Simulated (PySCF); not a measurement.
# SMILES C=CC(=C)C(C)C, C7H12

Geometry:
```csv
atom,x (Å),y (Å),z (Å)
C1,-2.126,1.353,-0.145
C2,-1.889,0.153,0.401
C3,-0.624,-0.592,0.393
C4,-0.600,-1.823,0.936
C5,0.604,0.066,-0.203
C6,1.685,-0.917,-0.636
C7,1.177,1.105,0.766
H8,-1.355,1.923,-0.670
H9,-3.118,1.808,-0.086
H10,-2.717,-0.357,0.908
H11,0.302,-2.437,0.953
H12,-1.500,-2.253,1.383
H13,0.268,0.602,-1.109
H14,1.286,-1.687,-1.313
H15,2.139,-1.426,0.229
H16,2.494,-0.386,-1.160
H17,2.014,1.651,0.304
H18,0.419,1.839,1.076
H19,1.554,0.610,1.675
```

Theory: PySCF, quadratic response B3LYP/def2-SVPD first hyperpolarisability, Taylor convention, gas phase. Geometry: PBE0-D3(BJ)/def2-SVP.

Question: Give the tensor of the second harmonic β(−2ω;ω,ω) at 1064 nm in the axes of these coordinates.

Answer: In au, Taylor convention; rows are the first index (the induced dipole):
|  | xx | yy | zz | xy | xz | yz |
| --- | --- | --- | --- | --- | --- | --- |
| x | +6.5 | +23.2 | -9.5 | -21.7 | +4.6 | -13.4 |
| y | -22.8 | +3.6 | +4.2 | +25.7 | -14.2 | -2.1 |
| z | +5.3 | -1.9 | -8.7 | -13.9 | -8.4 | +4.4 |

Norm of βᵢ = ⅓ Σⱼ (βᵢⱼⱼ + βⱼᵢⱼ + βⱼⱼᵢ): 27.3 au, hyper-Rayleigh value 23.0 au.
